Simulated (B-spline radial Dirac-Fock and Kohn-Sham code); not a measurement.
## Mn²⁺ 3d3/2: cross section and angular parameters

System: manganese as Mn²⁺, configuration [Ar] 3d5; threshold 30.23 eV (orbital energy of the model). Model: Dirac-Hartree-Slater photoionisation with a Latter tail; cross sections with all multipoles, angular parameters from the dipole term and its interference with E2. Program: a radial atomic solver.

```csv
hν (eV),σ (kb),β,γ,δ
100,1450,0.856,0.018,0.016
146,691,1.062,0.042,0.020
183,409,1.148,0.067,0.024
400,48.2,1.239,0.210,0.038
597,13.8,1.169,0.317,0.051
610,12.9,1.164,0.324,0.052
621,12.1,1.159,0.329,0.053
674,9.27,1.137,0.353,0.056
722,7.38,1.117,0.374,0.060
750,6.50,1.105,0.385,0.061
1000,2.42,1.002,0.469,0.079
1400,0.722,0.871,0.563,0.107
1580,0.461,0.823,0.595,0.120
2000,0.190,0.735,0.653,0.149
2460,0.0855,0.662,0.709,0.179
2950,0.0416,0.599,0.759,0.210
2984.4,0.0397,0.595,0.762,0.212
3070,0.0355,0.586,0.770,0.217
3490,0.0211,0.542,0.803,0.242
3980,0.0122,0.498,0.833,0.271
4190,?,?,?,?
4860,0.00527,0.435,0.863,0.319
5410,0.00334,0.406,0.873,0.347
8047.8,0.000607,0.323,0.898,0.465
8450,0.000491,0.315,0.903,0.482
12000,0.000105,0.251,0.941,0.619
13700,5.81e-05,0.220,0.943,0.682
13800,5.62e-05,0.218,0.942,0.685
15000,3.85e-05,0.197,0.934,0.728
```

Question: Give the values at 4190 eV.

Answer: σ = 0.00986 kb, β = 0.481, γ = 0.843, δ = 0.283.

Values without a named source are computed, but for edge energies of neutral atoms, which are taken from tables.
